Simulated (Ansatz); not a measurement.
Molecule: C₃H₁₀BSi, charge -1, multiplicity 1. It need not be the lowest isomer of its formula. Whether it binds its extra electron was not tested at this geometry. 
Structure (B3LYP-D3(BJ)/def2-TZVP (Ansatz, a quantum-chemistry and plane-wave program) minimum search):
```
B
C 1 1.6041
H 2 1.0939 1 114.06
H 2 1.1007 3 107.16 1 121.63
H 2 1.1010 3 107.52 4 113.07
C 1 1.6049 2 114.53 3 -175.80
H 6 1.0941 1 114.50 2 175.59
H 6 1.1006 7 107.03 1 -121.62
H 6 1.1008 7 107.37 8 -112.92
Si 1 1.9117 2 121.85 3 -6.56
H 10 1.5112 1 115.33 2 34.60
C 10 1.9376 11 105.94 1 -131.71
H 12 1.0943 10 112.32 11 -73.09
H 12 1.0947 13 107.13 10 119.49
H 12 1.0948 13 107.63 14 115.33
```
Charge -1, spin multiplicity 1.

Total electronic energies in hartree. Valence correlation only, unless marked. Spin-orbit coupling is left out. Non-relativistic. CBS(X,Y): correlation extrapolated as X^-3; Hartree-Fock from the larger set. [CCSD(T)-MP2]/basis is that difference in the basis named.

The Hartree-Fock reference is unstable (checked in the largest basis), which strains HF and MP2. 

| level | program | energy (Eh) |
|---|---|---|
| HF/cc-pV(Q+d)Z | Ansatz | -433.08713 |
| RI-HF/cc-pV(T+d)Z | Ansatz | -433.07215 |
| PBE/def2-TZVPD | Ansatz | -434.37915 |
| revPBE-D4/def2-TZVPD | Ansatz + dftd4 | -434.68448 |
| r2SCAN-D4/def2-TZVPD | Ansatz + dftd4 | -434.62882 |
| PBE0-D3(BJ)/def2-TZVP | Ansatz + dftd3 | -434.44478 |
| PBE0/def2-TZVP | Ansatz | -434.43434 |
| CAM-B3LYP/def2-TZVPD | Ansatz | -434.65628 |
| wB97M-V/def2-TZVPD | Ansatz | … |
| B2GP-PLYP-D4/def2-TZVPD | Ansatz + dftd4 | -434.40016 |
| RPA@PBE/cc-pV(T+d)Z | Ansatz | … |
| RI-MP2/aug-cc-pV(T+d)Z | Ansatz | -433.88075 |
| RI-MP2/cc-pV(Q+d)Z | Ansatz | -433.92492 |
| CCSD/6-31G* | Ansatz | -433.62101 |
| RI-MP2/CBS(aug-cc-pV(T+d)Z,aug-cc-pV(Q+d)Z)+[CCSD(T)-MP2]/aug-cc-pV(T+d)Z | Ansatz | -434.0635 |

Task: What belongs in the gaps?

Result: 
- wB97M-V/def2-TZVPD, energy (Eh): -434.62598
- RPA@PBE/cc-pV(T+d)Z, energy (Eh): -434.40552
